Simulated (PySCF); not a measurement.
# Diatomics with 13 electrons

PBE0 in PySCF with def2-TZVP on every atom, for the lowest determinant that a PBE0 search found; no spin–orbit coupling. All have 13 electrons, 9 of them in the valence shells, and the same state, a doublet (σ ↑). For ions De leads to the atom and ion picked by measured ionisation energies and electron affinities.

```
species  difference of nuclear charges  Re (Å)  ωe (cm⁻¹)  k (mdyn/Å)  De (eV)  dissociates to  Mayer bond order
     CN                              1   1.160       2184        18.2     7.74           C + N              3.08
     BO                              3   1.201       1934        14.4     8.46           B + O              2.53
    BeF                              5   1.370       1236        5.50     5.92          Be + F              1.25
    CO⁺                              2   1.106       2335        22.0     8.62          C⁺ + O              2.74
    BF⁺                              4   1.212       1707        12.0     5.60          B⁺ + F              1.77
```

(1) Which member of the whole set has the stiffest bond, and how does it compare with the softest?

For an ion De counts to the pair picked by the measured ionisation energies or electron affinities, which need not be the lowest pair at this level. States were picked by a PBE0 search and need not be the measured ground states.

Results:

(1) CO⁺ with k = 22.0 mdyn/Å, 4.0 times that of BeF.
